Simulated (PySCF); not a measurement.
Job file and geometry (Å, from GFN2-xTB) of an NMR shielding run on `CC(C)OBF`, C3H8BFO, GIAO PBE0/pcSseg-1 NMR shielding, non-relativistic, gas phase in PySCF 2.14.0, density-fitted response routines; density fitting, a coarse starting grid and PySCF grid level 2 are the driver's defaults:

```
$ OMP_NUM_THREADS=1 python probes_run.py task.json out

{"job": {"kind": "nmr", "xc": "PBE0", "basis": "pcSseg-1"}, "charge": 0, "multiplicity": 1}
C     -1.384480     0.755460    -0.336504
C     -0.267649     0.110231     0.476707
C     -0.318881    -1.413190     0.400127
O      0.978587     0.566606    -0.052633
B      2.089742     0.693009     0.640038
F      2.130296     0.412588     1.948880
H     -2.351715     0.445819     0.049276
H     -1.311147     1.838424    -0.281316
H     -1.302039     0.455624    -1.377960
H     -0.342968     0.421335     1.527245
H      0.481799    -1.842848     0.997213
H     -1.272258    -1.772067     0.777471
H     -0.198399    -1.737138    -0.630867
H      3.068433     1.065674     0.120183
```

Q: What does the program print?

A: 
```
coarse grid: 11480 points
cycle   1  E = -318.6251679823  dE =  5.656e-01  |g| = 7.204e-01  |ddm| = 3.026e+00
cycle   2  E = -318.5447769371  dE =  8.039e-02  |g| = 1.007e+00  |ddm| = 1.030e+00
cycle   3  E = -318.7170219562  dE = -1.722e-01  |g| = 1.008e-01  |ddm| = 6.202e-01
cycle   4  E = -318.7187078373  dE = -1.686e-03  |g| = 3.974e-02  |ddm| = 7.768e-02
cycle   5  E = -318.7189588398  dE = -2.510e-04  |g| = 1.081e-02  |ddm| = 2.644e-02
cycle   6  E = -318.7189770329  dE = -1.819e-05  |g| = 2.847e-03  |ddm| = 7.583e-03
cycle   7  E = -318.7189785887  dE = -1.556e-06  |g| = 3.431e-04  |ddm| = 1.901e-03
final grid: 110624 points
cycle   8  E = -318.7693783733  dE = -4.947e-05  |g| = 1.082e-02  |ddm| = 2.508e-02
cycle   9  E = -318.7693567825  dE =  2.159e-05  |g| = 1.559e-02  |ddm| = 1.531e-02
cycle  10  E = -318.7694012167  dE = -4.443e-05  |g| = 1.605e-03  |ddm| = 8.857e-03
cycle  11  E = -318.7694017531  dE = -5.364e-07  |g| = 2.562e-04  |ddm| = 1.253e-03
cycle  12  E = -318.7694017659  dE = -1.277e-08  |g| = 8.156e-05  |ddm| = 2.571e-04
cycle  13  E = -318.7694017670  dE = -1.191e-09  |g| = 2.599e-05  |ddm| = 7.476e-05
cycle  14  E = -318.7694017672  dE = -1.166e-10  |g| = 6.260e-06  |ddm| = 1.700e-05
converged SCF energy = -318.7694017672

GIAO shielding tensors (ppm)
atom      isotropic    diamagn.    paramagn.     s11        s22        s33       span
  0 C      161.094     246.891     -85.797    143.829    153.276    186.177     42.349
  1 C      117.582     243.718    -126.136     83.685    112.547    156.514     72.829
  2 C      159.614     248.909     -89.295    139.173    153.523    186.146     46.973
  3 O      154.416     396.872    -242.456     18.491    181.727    263.029    244.538
  4 B       78.219     195.719    -117.500     57.658     87.984     89.015     31.356
  5 F      259.788     471.143    -211.354     83.510    277.821    418.034    334.524
  6 H       30.698      29.582       1.116     26.674     28.468     36.952     10.279
  7 H       30.175      29.444       0.731     26.174     27.881     36.471     10.297
  8 H       30.301      30.015       0.286     27.293     28.631     34.979      7.685
  9 H       26.903      31.705      -4.802     23.817     27.651     29.242      5.426
 10 H       30.179      30.642      -0.462     25.751     29.177     35.611      9.859
 11 H       30.658      30.153       0.506     26.597     28.333     37.045     10.448
 12 H       30.395      30.628      -0.233     27.582     28.616     34.988      7.406
 13 H       27.683      29.865      -2.182     24.356     26.658     32.035      7.679
```

Size and cost of the density-fitted run: 142 basis functions, 34 s wall time on 1 thread of an Arm Neoverse N1, shared host; peak memory 0.69 GiB.
